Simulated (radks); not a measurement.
Values are calculated unless marked as measured or tabulated.
Q: The mean radii <r> (bohr) of the occupied orbitals of an atom or ion are listed with their occupations. Code: a radial shooting solver on a logarithmic mesh with Libxc functionals. Model: Dirac Kohn-Sham, LDA (Slater exchange, Perdew-Wang correlation), spin-unpolarised, spherical densities, finite nucleus; Fermi nuclear charge, rms radius of each element as measured or else 0.836 A^(1/3) + 0.57 fm.

orbital      occ.     <r>
1s1/2           2  0.2727
2s1/2           2   1.583
2p1/2    0.666667   1.793
2p3/2     1.33333   1.795

Name the element and its charge. Open shells, if any, are shared by 2j + 1.

A: Z = 6, carbon, charge 0: C in [He] 2s2 2p2. The 1s radius gives Z: for a bare nucleus <r> = (2 gamma + 1)/(2Z) with gamma = sqrt(1 - (Z/c)^2), 0.2498 bohr for Z = 6, and screening makes it slightly larger (0.2727 here). The occupations add up to 6, and the charge is Z minus that.
